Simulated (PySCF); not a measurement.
# Computed properties of SeI₂, SMILES I[Se]I

SeI2, SMILES I[Se]I. The structure is a stationary point at B3LYP-D3(BJ)/def2-SVP. The def2 effective core potentials stand for the cores of I; spin–orbit coupling is left out. The values are those of a single conformer. All values are computed for the isolated molecule unless a solvent is named; none is compared with measurement here.

**Structure.** The optimised structure has C2v symmetry. All 3 harmonic modes at B3LYP-D3(BJ)/def2-SVP (PySCF) are real, so it is a minimum. With heavy atoms numbered as in [Se:1]([I:2])[I:3], the shortest bond between them is Se1–I2 at 2.557 Å and the longest Se1–I3 at 2.557 Å.

**Vibrations.** The strongest infrared lines (harmonic, unscaled, degenerate partners summed) lie at 232 cm⁻¹ (17 km/mol, Se 67 %, I 33 %). The softest mode is at 74 cm⁻¹ and the zero-point energy is 0.8 kcal/mol.

**Electronic structure.** ωB97X/def2-TZVPD (PySCF) places the frontier levels at -8.89 and -1.57 eV, a gap of 7.32 eV, and gives a dipole moment of 0.00 D and a mean polarisability of 106.1 bohr³.

**Excitations.** TDDFT-PBE0/def2-SVPD (PySCF) has S1 at 1.72 eV (723 nm, f = 0.001, dark); the most intense of the 10 singlets computed lies at 4.44 eV (f = 0.13). T1 (TDA) is at 1.17 eV.
